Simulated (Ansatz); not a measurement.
```xyz
2

Se   -0.534   -0.463    0.923
Sn    0.534    0.463   -0.923
```

Total charge 0; spin multiplicity 1. Sn: def2 effective core potential.

(1) List the PBE/def2-TZVPP orbital energies in eV (Ansatz). (Estimate.)

## Answers

(1) Computed: Occupied: -12301.75, -1561.74, -1402.48, -1402.48, -1402.48, -204.71, -149.92, -149.92, -149.92, -133.65, -89.64, -89.64, -89.40, -53.04, -53.02, -53.02, -53.01, -53.01, -26.04, -26.04, -25.93, -25.85, -25.85, -16.27, -10.79, -6.27, -6.14, -6.14. Lowest empty: -3.18, -3.18, -0.38, 2.18, 2.18, 2.70, 2.99, 3.60.
